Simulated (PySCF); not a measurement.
SMILES C[O][Al]([OH])[SiH3], singlet, PBE0/def2-SVP optimised geometry.

```
12

Al     0.15     0.12     0.00
O      1.86     0.12     0.00
H      2.46    -0.62     0.00
O     -0.77    -1.29     0.00
C     -0.74    -2.68     0.00
H     -1.30    -3.09    -0.86
H      0.29    -3.09    -0.05
H     -1.20    -3.08     0.92
Si    -0.97     2.27     0.00
H     -0.61     3.07     1.22
H     -2.46     2.12    -0.02
H     -0.58     3.09    -1.19
```

Density from PBE0/def2-TZVP (PySCF 2.14.0) at that geometry.

Minimum of the electron density along straight lines between bonded atoms, close to the bond critical point (lines longer than 1.1 times the sum of covalent radii, or with two minima, are not listed):

```
bond     length / Å  ρ at the minimum / e bohr⁻³  ∇²ρ there / e bohr⁻⁵  position (fraction from the first atom)
-------  ----------  ---------------------------  --------------------  ---------------------------------------
Al1–O2        1.702                        0.107                  0.79                                     0.43
O2–H3         0.958                        0.358                 -2.44                                     0.81
Al1–O4        1.693                        0.106                  0.82                                     0.43
O4–C5         1.384                        0.269                 -0.47                                     0.66
C5–H6         1.105                        0.277                 -0.95                                     0.65
C5–H7         1.107                        0.274                 -0.94                                     0.64
C5–H8         1.105                        0.276                 -0.95                                     0.65
Al1–Si9       2.427                        0.067                  0.01                                     0.36
Si9–H10       1.499                        0.116                  0.15                                     0.49
Si9–H11       1.497                        0.117                  0.16                                     0.49
Si9–H12       1.498                        0.116                  0.16                                     0.49
```
